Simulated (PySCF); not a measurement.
C₇H₈, SMILES Cc1ccccc1. Atoms are numbered in the order given.

```xyz
15

C     -2.4198    -0.1039    -0.0188
C     -0.9171    -0.0371     0.0091
C     -0.1461    -1.1976     0.1856
C      1.2503    -1.1425     0.1798
C      1.9048     0.0794    -0.0015
C      1.1503     1.2436    -0.1747
C     -0.2458     1.1837    -0.1682
H     -2.8728     0.8298     0.3474
H     -2.7990    -0.9351     0.5945
H     -2.7886    -0.2631    -1.0472
H     -0.6506    -2.1588     0.3320
H      1.8305    -2.0594     0.3216
H      2.9978     0.1250    -0.0031
H      1.6519     2.2064    -0.3122
H     -0.8289     2.1014    -0.3009
```

Geometry: r2SCAN-D4/def2-SVP.

Level of theory: r2SCAN-D4/def2-SVP (PySCF).

Frequencies are harmonic and unscaled.

A small imaginary wavenumber (i) marks a very flat motion, where grid noise or a shallow saddle decides the sign.

```csv
mode,ν (cm⁻¹),IR (km/mol),moving atoms (share of kinetic energy)
1,10i,0.5,H 97 %
2,208,2.4,"C 72 %, H 28 %"
3,346,0.4,"C 65 %, H 35 %"
4,414,0.0,"C 71 %, H 29 %"
5,474,8.4,"C 68 %, H 32 %"
6,527,0.6,"C 87 %, H 13 %"
7,631,0.1,"C 92 %, H 8 %"
8,718,36.2,"H 58 %, C 42 %"
9,741,23.3,"H 52 %, C 48 %"
10,804,1.1,"C 84 %, H 16 %"
11,853,0.0,"H 79 %, C 21 %"
12,908,0.3,"H 76 %, C 24 %"
13,984,0.0,"H 71 %, C 29 %"
14,989,0.0,"H 69 %, C 31 %"
15,1006,0.1,"H 76 %, C 24 %"
16,1013,0.1,"C 89 %, H 11 %"
17,1041,9.6,"H 59 %, C 41 %"
18,1053,3.7,"C 57 %, H 43 %"
19,1105,7.4,"H 70 %, C 30 %"
20,1166,0.0,H 94 %
21,1188,0.4,"H 90 %, C 10 %"
22,1237,1.0,"C 68 %, H 32 %"
23,1328,0.0,"H 73 %, C 27 %"
24,1384,1.2,"H 75 %, C 25 %"
25,1396,0.0,"C 90 %, H 10 %"
26,1448,2.7,"H 77 %, C 23 %"
27,1458,7.4,H 95 %
28,1487,11.2,"H 51 %, C 49 %"
29,1526,16.1,"C 66 %, H 34 %"
30,1640,0.4,"C 91 %, H 9 %"
31,1664,8.5,"C 92 %, H 8 %"
32,3028,24.9,H 97 %
33,3112,11.5,"H 91 %, C 9 %"
34,3144,9.2,"H 90 %, C 10 %"
35,3163,8.1,H 92 %
36,3165,6.0,"H 92 %, C 8 %"
37,3178,4.3,"H 92 %, C 8 %"
38,3187,28.1,"H 91 %, C 9 %"
39,3199,12.0,"H 91 %, C 9 %"
```
